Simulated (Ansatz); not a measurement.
BrCl₂In, singlet, geometry from GFN2-xTB (such geometries of metal compounds can be far from the true shape) (core potentials on In); PBE/def2-SV(P) (Ansatz, a program for electronic structure).

Ansatz was given this input:
Ansatz 0.2 input:
```yaml
crystal:
  periodic: [false, false, false]
  atoms:
    - {symbol: In, position_ang: [-0.32894313, 0.14913658, -0.20246692]}
    - {symbol: Cl, position_ang: [-2.19822990, -1.16527246, -0.41176170]}
    - {symbol: Cl, position_ang: [-0.22963590, 2.26602084, -1.08260761]}
    - {symbol: Br, position_ang: [1.63976948, -0.74344043, 1.00929021]}
basis:
  gaussian:
    orbitals: def2-SV_P_.json
hamiltonian:
  xc: pbe
```
The basis file holds def2-SV(P) in the JSON format of the Basis Set Exchange.

Problem. Predict the main parts of the log of this Ansatz run.

Solution. 
```
Functional definition: PBE
1051 factors; their error is unknown
mean field evaluation 1: about -100230.9474 eV, gradient 2.4e1 eV
mean field evaluation 2: about -100227.3002 eV, gradient 4.2e1 eV
mean field evaluation 4: about -100232.4970 eV, gradient 1.0e0 eV
mean field evaluation 8: about -100232.5002 eV, gradient 1.6e-2 eV
mean field evaluation 16: about -100232.4207 eV, gradient 5.6e-6 eV
mean field -100232.42068451 eV, -3683.4735201810 hartree, gradient 5.1e-6 eV, S^2 0.000000; 0 other end points of the search recorded, 0 dependent functions left out
reference -100232.42072719 eV, -3683.4735217495 hartree; 45, 45 occupied and 49, 49 virtual orbitals, 1051 factors
Total energy: -100232.42072719 eV, -3683.4735217495 hartree
```
